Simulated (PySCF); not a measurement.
## Yb⁺: ionisation energy

Yb⁺ [Xe] 4f14 6s1 (2S) → Yb²⁺ [Xe] 4f14 (1S), as a difference of total energies. All numbers are calculated (PySCF 2.14, the spin-free X2C one-electron Hamiltonian (Gaussian nucleus), in cc-pVTZ-X2C). Correlated levels: valence: [Kr] 4d10 frozen; valence and next inner shell: [Ar] 3d10 frozen. The calculations carry no spin-orbit coupling.

| method | ionisation energy (eV) |
| --- | --- |
| UHF | 11.273 |
| LDA | 12.608 |
| PBE | 12.399 |
| PBE0 | 12.152 |
| r2SCAN | 12.122 |
| MP2 (valence) | 12.210 |
| SCS-MP2 (valence) | 12.032 |
| MP2 (valence and next inner shell) | 12.240 |
| SCS-MP2 (valence and next inner shell) | 12.055 |

**Question.** How much does correlation contribute at MP2 (valence and next inner shell)?

**Answer.** 12.240 − (11.273) = 0.967 eV, measured against UHF.

For comparison: 12.179 eV (measured; NIST Atomic Spectra Database, ionization energies).
